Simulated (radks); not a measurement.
Spherical jellium clusters: N electrons in a uniform positive sphere of charge N and radius rs N^(1/3), rs = 2.32 bohr. Calculated with a radial shooting solver with Libxc functionals: non-relativistic Kohn-Sham, exchange-only LDA, spin-polarised, spherical densities. Levels are named by radial order and angular momentum (1s, 1p, 1d, 2s, ...), and open shells are averaged over m.

N = 20, configuration 1s2 1p6 1d10 2s2. This is the lowest configuration that the search found. Occupied and some empty levels:

| level | occupation | eigenvalue (eV) | <r> (bohr) |
|---|---|---|---|
| 1s | 2 | -9.0870 | 3.876 |
| 1p | 6 | -6.7432 | 4.748 |
| 1d | 10 | -3.9887 | 5.498 |
| 2s | 2 | -3.1876 | 5.213 |
| 1f | 0 | -1.0713 | 6.485 |
| 2p | 0 | -0.80598 | 7.975 |

Energy (eV): total 1.28430, kinetic 86.344, external -1992.5, Hartree 961.09, exchange-correlation -90.685, background 1037.0. Static polarisability (adiabatic kernel): 457.0 bohr^3, against R^3 = 249.7 for a classical metal sphere.
